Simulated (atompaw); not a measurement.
Cutoff test, O, PAW (atompaw)

```
Element                 : oxygen (O)
Generator               : atompaw 4.2.0.5
Type                    : PAW
Functional              : PBE
Relativity              : scalar-relativistic
Frozen core             : [He]
Valence charge          : 6
Reference configuration : 2s2 2p4
Partial waves           : 2s (bound): rc 1.05 bohr; 2s channel at -0.65 Ry: rc 1.05 bohr; 2p (bound): rc 1.15 bohr; 2p channel at 0.1 Ry: rc 1.15 bohr
Local potential         : troulliermartins scheme with l = 2 at 0 Ry, radius 0.75 bohr
Core correction         : smooth core density matched at 0.65 bohr
Augmentation charge     : besselshape compensation charge, radius 1.10 bohr; PAW radius 1.15 bohr; waves and projectors: custom polynom vanderbiltortho
```

The pseudo-atom Hamiltonian at the reference potential is diagonalised in spherical Bessel functions j_l(qr) that vanish at 20 bohr, with q² up to the cutoff. All-electron valence levels (Ry): 2s -1.7611, 2p -0.6637.

Task: How do the lowest levels (Ry) of each channel move with the cutoff, and are there ghosts?

Result:

```json
{"cutoff (Ry)": "8", "s #1": "-1.6879", "p #1": "-0.0788", "p #2": "0.0519", "d #1": "0.0789", "d #2": "0.1872", "f #1": "0.1203", "f #2": "0.2623", "Σ f·Δε (mRy)": "2486.5"}
{"cutoff (Ry)": "12", "s #1": "-1.7471", "p #1": "-0.1908", "p #2": "0.0463", "d #1": "0.0789", "d #2": "0.1872", "f #1": "0.1203", "f #2": "0.2623", "Σ f·Δε (mRy)": "1919.9"}
{"cutoff (Ry)": "18", "s #1": "-1.7590", "p #1": "-0.3798", "p #2": "0.0423", "d #1": "0.0789", "d #2": "0.1871", "f #1": "0.1203", "f #2": "0.2623", "Σ f·Δε (mRy)": "1140.3"}
{"cutoff (Ry)": "21", "s #1": "-1.7592", "p #1": "-0.4546", "p #2": "0.0413", "d #1": "0.0789", "d #2": "0.1871", "f #1": "0.1203", "f #2": "0.2623", "Σ f·Δε (mRy)": "840.4"}
{"cutoff (Ry)": "30", "s #1": "-1.7595", "p #1": "-0.6093", "p #2": "0.0397", "d #1": "0.0789", "d #2": "0.1871", "f #1": "0.1203", "f #2": "0.2623", "Σ f·Δε (mRy)": "221.0"}
{"cutoff (Ry)": "40", "s #1": "-1.7605", "p #1": "-0.6536", "p #2": "0.0394", "d #1": "0.0789", "d #2": "0.1871", "f #1": "0.1203", "f #2": "0.2623", "Σ f·Δε (mRy)": "41.7"}
{"cutoff (Ry)": "50", "s #1": "-1.7610", "p #1": "-0.6626", "p #2": "0.0393", "d #1": "0.0789", "d #2": "0.1871", "f #1": "0.1203", "f #2": "0.2623", "Σ f·Δε (mRy)": "4.9"}
{"cutoff (Ry)": "60", "s #1": "-1.7611", "p #1": "-0.6633", "p #2": "0.0393", "d #1": "0.0789", "d #2": "0.1871", "f #1": "0.1203", "f #2": "0.2623", "Σ f·Δε (mRy)": "2.1"}
{"cutoff (Ry)": "70", "s #1": "-1.7611", "p #1": "-0.6633", "p #2": "0.0393", "d #1": "0.0789", "d #2": "0.1871", "f #1": "0.1203", "f #2": "0.2623", "Σ f·Δε (mRy)": "1.9"}
{"cutoff (Ry)": "90", "s #1": "-1.7611", "p #1": "-0.6636", "p #2": "0.0393", "d #1": "0.0789", "d #2": "0.1871", "f #1": "0.1203", "f #2": "0.2623", "Σ f·Δε (mRy)": "0.7"}
{"cutoff (Ry)": "110", "s #1": "-1.7612", "p #1": "-0.6637", "p #2": "0.0393", "d #1": "0.0789", "d #2": "0.1871", "f #1": "0.1203", "f #2": "0.2623", "Σ f·Δε (mRy)": "0.1"}
{"cutoff (Ry)": "400", "s #1": "-1.7612", "p #1": "-0.6637", "p #2": "0.0393", "d #1": "0.0789", "d #2": "0.1871", "f #1": "0.1203", "f #2": "0.2623", "Σ f·Δε (mRy)": "0.0"}
```

Result: no extra level below or beside the all-electron valence levels (s, p, d, f tested); 10 mRy is reached at 50 Ry and 1 mRy at 90 Ry.
